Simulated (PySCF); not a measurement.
An unknown is described by computed data only.

Formula: C3H12BN.

| Item | Value |
| --- | --- |
| XPS | B1s 193.5, C1s 291.1 (×2), C1s 292.3, N1s 407.1 eV [ΔSCF SCAN, pcX-2 on the ionised atom, pcseg-1 elsewhere, spin-free X2C] |
| 13C NMR | chemical shifts (computed TMS as zero) by class: 54.5 (1 C), 24.3 (2 C) ppm [GIAO CAM-B3LYP/pcSseg-2] |
| Valence photoelectron | vertical ionisation energy: 9.99 eV [ΔSCF PBE0/def2-SVPD] |
| UV, strongest line | among the 10 lowest singlet transitions: S8 at 8.06 eV (154 nm, f = 0.050) [TDDFT PBE0/def2-SVPD] |
| Couplings | largest of the computed one-bond spin–spin couplings (means over like bonds): 13C–1H +146.8, 13C–1H +133.6 (×6), 11B–1H +109.5 (×3), 15N–1H -70.2 (×2), 13C–13C +38.0 (×2), 15N–13C -5.1, 15N–11B -3.5 Hz [B3LYP/pcJ-1, spin–dipole term left out for some pairs] |
| Polarisability | 67.0 au [PBE0/def2-SVPD] |
| UV, first state | lowest singlet excitation: 6.57 eV (189 nm, f = 0.011) [TDDFT PBE0/def2-SVPD] |
| 1H NMR | chemical shifts (computed TMS as zero) by class: 2.90 (1 H), 2.54 (2 H), 1.93 (3 H), 1.21 (6 H) ppm [GIAO CAM-B3LYP/pcSseg-2] |
| NMR, other nuclei | isotropic shieldings of nuclei other than C and H, by class: 121 (1 B), 183 (1 N) ppm [GIAO CAM-B3LYP/pcSseg-2] |
| Rotational structure | rotational constants A, B, C: 7.222, 3.347, 2.572 GHz [PBE0-D3(BJ)/def2-SVP] |

Gas-phase values; electronic properties from PySCF, density fitting. Levels stand in brackets. The structure is a single PBE0-D3(BJ)/def2-SVP conformer in the gas phase; no vibrational or solvent corrections. NMR classes are plain means over equivalent atoms (diastereotopic ones count apart unless rotation or inversion swaps them), as if these changed places fast.

Q: Give a SMILES that accounts for the data.

A: Numbering: `[BH3-:1][NH2+:2][CH:3]([CH3:4])[CH3:5]`. 3 carbons fall into 2 classes; from least to most shielded: sp3 carbon bound to nitrogen [C3] (54.5 ppm), methyl carbon [C4/C5] (24.3 ppm, 2 C, up to 6.7 ppm apart in this geometry). Hydrogen classes from least to most shielded: 1 H on an sp3 carbon bound to nitrogen, C3 (2.90 ppm), 2 H on a nitrogen bonded to B, C and 2 H, N2 (2.54 ppm, a mean of values up to 0.7 ppm apart in this geometry), 3 H on a four-coordinate boron, B1 (1.93 ppm), 6 H on 2 methyl carbons, C4/C5 (1.21 ppm, a mean of values up to 2.3 ppm apart in this geometry). The other shieldings belong to: 121 ppm, four-coordinate boron [B1]; 183 ppm, nitrogen bonded to B, C and 2 H [N2]. The couplings run between: +146.8 Hz, sp3 carbon bound to nitrogen [C3] and its hydrogen; +133.6 Hz, methyl carbon [C4] and its hydrogen (with 5 like pairs); +109.5 Hz, four-coordinate boron [B1] and its hydrogen (with 2 like pairs); -70.2 Hz, nitrogen bonded to B, C and 2 H [N2] and its hydrogen (with 1 like pair); +38.0 Hz, sp3 carbon bound to nitrogen [C3] and methyl carbon [C4] (with 1 like pair); -5.1 Hz, nitrogen bonded to B, C and 2 H [N2] and sp3 carbon bound to nitrogen [C3]; -3.5 Hz, nitrogen bonded to B, C and 2 H [N2] and four-coordinate boron [B1]. The core levels belong to: B1s 193.5 eV, four-coordinate boron [B1]; C1s 291.1 eV, methyl carbon [C4/C5]; C1s 292.3 eV, sp3 carbon bound to nitrogen [C3]; N1s 407.1 eV, nitrogen bonded to B, C and 2 H [N2]. One atom of each topological class was ionised and stands for its class. The first electron is taken from the HOMO, whose largest Löwdin shares are 0.41 on the four-coordinate boron, 0.28 on a B–H hydrogen, 0.12 on a B–H hydrogen and 0.07 on a B–H hydrogen. The optimised geometry has point group C1 and is an asymmetric top. Structure: `[BH3-][NH2+]C(C)C`. Computed isomers that give other values at the same levels: `CC(C)[BH2-][NH3+]` (lowest singlet excitation: 5.82 eV (213 nm, f = 0.004)); `[BH3-][N@H+](C)CC` (core binding energies: B1s 193.4, C1s 291.4, C1s 292.1, C1s 292.2, N1s 407.0 eV); `[BH3-][NH2+]CCC` (rotational constant A: 11.521 GHz; this holds for the one conformer computed). The assignments are read from this structure; whether some other isomer fits the data as well wasn't checked.

Shape of the structure used: `[BH3-:1][NH2+:2][CH:3]([CH3:4])[CH3:5]`: B1–N2–C3–C4 70°.
